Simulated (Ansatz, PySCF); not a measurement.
Se(Br)(Me) (CH₃BrSe), SMILES C[Se]Br. Atoms are numbered in the order given.

```xyz
6

Se     0.0817     0.6013     0.8480
Br    -0.1877    -1.1719    -0.6867
C      0.3777     2.0314    -0.4546
H      0.5220     2.9447     0.1438
H     -0.5009     2.1458    -1.1019
H      1.2793     1.8278    -1.0460
```
Charge 0, spin multiplicity 1.

Coordinates come from a B3LYP-D3(BJ)/def2-SVP optimisation.

Two levels are set side by side: PBE-D3(BJ)/def2-SVP (Ansatz, a program for electronic structure) and B3LYP-D3(BJ)/def2-SVP (Ansatz). Each level has its own optimised geometry; the coordinates shown are those of the second. Frequencies come from the Hessian of PySCF at each geometry. Differences are taken from unrounded values.

```json
[
 {"quantity": "mean bond length (Å)", "B3LYP-D3(BJ)": "1.523"},
 {"quantity": "bond Se1–Br2 (Å)", "B3LYP-D3(BJ)": "2.361"},
 {"quantity": "bond Se1–C3 (Å)", "B3LYP-D3(BJ)": "1.957"},
 {"quantity": "bond C3–H4 (Å)", "B3LYP-D3(BJ)": "1.101"},
 {"quantity": "bond C3–H5 (Å)", "B3LYP-D3(BJ)": "1.097"},
 {"quantity": "bond C3–H6 (Å)", "B3LYP-D3(BJ)": "1.097"},
 {"quantity": "highest harmonic wavenumber (cm⁻¹)", "B3LYP-D3(BJ)": "3179"},
 {"quantity": "mean harmonic wavenumber (cm⁻¹)", "B3LYP-D3(BJ)": "1379"},
 {"quantity": "zero-point energy (kcal/mol)", "B3LYP-D3(BJ)": "23.66"}
]
```

**Question.** What does PBE-D3(BJ) give, and how far is it from B3LYP-D3(BJ)? (Estimate from the structure and the level; the computed values follow.)

**Answer.** 
| quantity | PBE-D3(BJ) | PBE-D3(BJ) minus B3LYP-D3(BJ) |
|---|---|---|
| mean bond length (Å) | 1.526 | 0.004 |
| bond Se1–Br2 (Å) | 2.356 | -0.004 |
| bond Se1–C3 (Å) | 1.955 | -0.001 |
| bond C3–H4 (Å) | 1.110 | 0.008 |
| bond C3–H5 (Å) | 1.105 | 0.008 |
| bond C3–H6 (Å) | 1.105 | 0.008 |
| highest harmonic wavenumber (cm⁻¹) | 3116 | -62 |
| mean harmonic wavenumber (cm⁻¹) | 1343 | -36 |
| zero-point energy (kcal/mol) | 23.04 | -0.62 |
